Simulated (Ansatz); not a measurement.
Computed with Ansatz on PBE0-D4/def2-TZVP structures; ΔE is electronic, products minus reactants. CCSD(T)/CBS is the MP2 limit (def2-TZVPP, def2-QZVPP) plus CCSD(T) − MP2 in def2-TZVPP, frozen cores. Functionals use def2-TZVPP. B3LYP here is the variant with VWN-RPA as its local correlation; programs differ in this. def2 core potentials past Kr. For Sn outer-core shells are correlated without core-valence functions, which leaves a few kJ/mol of doubt a bond. Each species was taken in one conformer, which may not be the lowest.

Consider the cleavage of the Sn–Si bond: `F[Si](F)(F)[SnH3]` + `C[SiH2]N` → `C[SiH2][NH][SnH3]` + `F[SiH](F)F`.

```csv
level,ΔE (kJ/mol),difference from CCSD(T)/CBS
r2SCAN-D4,13.4,12.2
PBE0-D4,20.1,18.9
ωB97X-V,9.7,8.5
PBE0,23.3,22.1
B3LYP,17.9,16.7
HF/def2-TZVPP,-2.1,-3.3
MP2/def2-TZVPP,-6.0,-7.2
SCS-MP2/def2-TZVPP,-8.3,-9.5
CCSD/def2-TZVPP,0.0,-1.2
CCSD(T)/def2-TZVPP,-0.9,-2.1
HF/def2-QZVPP,-3.6,-4.8
MP2/def2-QZVPP,-5.3,-6.5
SCS-MP2/def2-QZVPP,-7.4,-8.6
HF/CBS(def2),-3.8,-5.0
MP2/CBS(def2),-3.9,-5.1
CCSD/CBS(def2),2.1,0.9
CCSD(T)/CBS,1.2,0
```

Largest T1 diagnostic among the species: 0.013.

The D4 term adds −5.9 kJ/mol with B3LYP and −3.3 kJ/mol with PBE0; it sums over pairs of atoms, weighted by their polarisabilities, and B3LYP, whose exchange is more repulsive, gets the larger term. From PBE to PBE0 (25 % exact exchange), in def2-TZVPP and without D4, ΔE moves by −5.4 kJ/mol.
